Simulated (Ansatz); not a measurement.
Basis-set series for CH$_{8}$OSi$_{2}$ (`C[SiH2][SiH2]O`). Charge 0, multiplicity 1. The geometry is a stationary point of PBE0-D4/def2-TZVP. It is one conformer, not always the lowest.

Z-matrix (Å, degrees):
```
C
Si 1 1.877
H 1 1.092 2 110.6
H 1 1.092 2 110.6 3 -119.6
H 1 1.092 2 111.0 3 120.2
Si 2 2.347 1 112.0 3 62.0
H 2 1.492 1 110.5 3 -59.5
H 2 1.494 1 109.8 3 -177.5
O 6 1.658 2 112.0 1 61.2
H 6 1.494 2 109.6 1 -175.1
H 6 1.486 2 110.9 1 -55.7
H 9 0.958 6 117.0 2 61.5
```

| functional | basis | functions | energy (Eh) | HOMO (eV) | LUMO (eV) |
| --- | --- | --- | --- | --- | --- |
| PBE0-D4 | def2-TZVPP | 258 | -696.87042 | -7.55 | -0.32 |
| PBE0-D4 | def2-QZVPP | 494 | -696.89731 | -7.57 | -0.46 |
| ωB97M-V | def2-TZVPP | 258 | -697.13589 | -9.62 | 1.35 |
| ωB97M-V | def2-QZVPP | 494 | -697.16134 | -9.64 | 1.04 |

(1) Give the rows for def2-SVP. (Estimate.)

Results:

(1) Computed: 
```csv
functional,basis,functions,energy (Eh),HOMO (eV),LUMO (eV)
PBE0-D4,def2-SVP,104,-696.51948,-7.49,0.09
ωB97M-V,def2-SVP,104,-696.77717,-9.53,1.93
```

Positive LUMOs are unbound and depend on the basis.
